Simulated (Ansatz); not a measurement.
Frontier orbitals of `[SiH2]1[SiH2][GeH2][GeH2][GeH2][GeH2]1`.

The species carries charge 0 and has multiplicity 1. Correlated methods include outer-core shells of Ge, which these sets cover unevenly. Scalar relativity is left out up to krypton. Geometry: relaxed with PBE0-D4/def2-TZVP. Basis def2-TZVPP, Ansatz 0.2.0.

Orbital energies of one run (eV). Highest occupied ones, from the top: -6.39, -6.59, -6.60, -7.18, -7.51, -7.87, -8.00, -8.13, -8.47, -8.61, -8.93, -9.04, -11.40, -12.32. Empty: -1.16, -1.12, -1.03, -1.02, -0.70, -0.45.

Which functional gave them?
A. CAM-B3LYP
B. r2SCAN0
C. BLYP
D. PBE0

C. HOMO energies: BLYP -6.39, PBE0 -7.54, r2SCAN0 -7.70, CAM-B3LYP -8.69 eV.
